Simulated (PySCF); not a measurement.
# Deuteron quadrupole couplings in `C=C(F)C[c+]1cc1`

Species: C6H6F (charge +1).
Structure used (GFN2-xTB), in Å, numbered top down from 1:
```
atom  x, y, z in Å
C1    -2.0833    0.7216    0.5183
C2    -1.2081   -0.2185    0.2396
F3    -1.0545   -1.3093    0.9993
C4    -0.2548   -0.2444   -0.9687
C5     1.0519   -0.1675   -0.3838
C6     2.0650   -0.7741    0.3609
C7     2.1519    0.5565    0.0735
H8    -2.7490    0.6085    1.3583
H9    -2.1941    1.6002   -0.0886
H10   -0.4075   -1.2017   -1.4784
H11   -0.4770    0.5951   -1.6260
H12    2.4702   -1.6457    0.8288
H13    2.6848    1.4797    0.1490
```

Level: PBE0/pcSseg-1 (PySCF, non-relativistic); Q(2H) = 0.00286 b; rigid geometry, the same for H and D, with no vibrational averaging.

**Question.** Rank these positions by the coupling χzz of a deuteron there, largest first.
A. H11 (methylene hydrogen)
B. H8 (vinylic hydrogen)
C. H13 (hydrogen on carbon)
D. H10 (methylene hydrogen)

**Answer.** C (225 kHz), B (220 kHz), A (198 kHz), D (191 kHz).

**Question.** What are Vzz, η and χzz (234.96 MHz × Q × Vzz) at all hydrogens?

**Answer.** 
```json
{"atom": "H8", "bonded to": "C1", "bond length (Å)": "1.078", "Vzz (au)": "0.3272", "η": "0.05", "χzz (kHz)": "220"}
{"atom": "H9", "bonded to": "C1", "bond length (Å)": "1.074", "Vzz (au)": "0.3365", "η": "0.06", "χzz (kHz)": "226"}
{"atom": "H10", "bonded to": "C4", "bond length (Å)": "1.095", "Vzz (au)": "0.2846", "η": "0.03", "χzz (kHz)": "191"}
{"atom": "H11", "bonded to": "C4", "bond length (Å)": "1.089", "Vzz (au)": "0.2948", "η": "0.03", "χzz (kHz)": "198"}
{"atom": "H12", "bonded to": "C6", "bond length (Å)": "1.069", "Vzz (au)": "0.3335", "η": "0.06", "χzz (kHz)": "224"}
{"atom": "H13", "bonded to": "C7", "bond length (Å)": "1.069", "Vzz (au)": "0.3343", "η": "0.06", "χzz (kHz)": "225"}
```

**Question.** How does χzz go with the bond length over the 6 C–H bonds?

**Answer.** A straight-line fit has a slope of -13.5 kHz for each 0.01 Å, with a correlation coefficient of -0.97, over lengths from 1.069 to 1.095 Å. The longer bonds have the smaller couplings here.

**Question.** Give the 2H NMR doublet splittings at H13 for a magnetic field along the z, y and x axes of the gradient: 3χ/2, 3χ(1 + η)/4, 3χ(1 − η)/4.

**Answer.** With |χ| = 224.6 kHz and η = 0.056: 337, 178 and 159 kHz, to first order and without motion.

Geometry: GFN2-xTB, one conformer, isolated ion. GFN2-xTB bond lengths can be off by several hundredths of an ångström, more for odd bonds, and the gradients follow them. The basis is small and wasn't made for field gradients, so the couplings can be 20 % off.
